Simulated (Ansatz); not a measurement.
Frontier orbitals of CHF2NSi, SMILES `N#C[SiH](F)F`.

Total charge 0; spin multiplicity 1. All single points use the PBE0-D4/def2-TZVP geometry. Basis def2-TZVPP, Ansatz.

A caution on the coupled-cluster cation, which keeps the state that its UHF reference found: it lies well above the hybrids' cation and may not be the lowest state; large T1 diagnostic of the cation.

```tsv
functional	HOMO (eV)	LUMO (eV)	gap (eV)
LDA (SPW92)	-9.16	-2.68	6.48
PBE	-9.04	-2.38	6.66
r2SCAN	-9.50	-2.15	7.35
PBE0	-10.65	-1.40	9.25
ωB97M-V	-12.98	0.71	13.69
HF	-13.76	2.25	16.01
```

(1) What is the vertical ionisation energy at frozen-core CCSD(T)/CBS(def2)? (Estimate.)

## Answers

(1) Computed: 13.76 eV (T1 of the cation 0.052).

From PBE to PBE0 the HOMO moves by −1.61 eV and the LUMO by +0.98 eV, and with ωB97M-V by −3.94 and +3.09 eV, so the gap grows from 6.66 to 13.69 eV with exact exchange. A positive LUMO is unbound and depends on the basis. −ε(HOMO) differs from that ionisation energy by −4.73 eV with PBE and −0.78 eV with ωB97M-V.
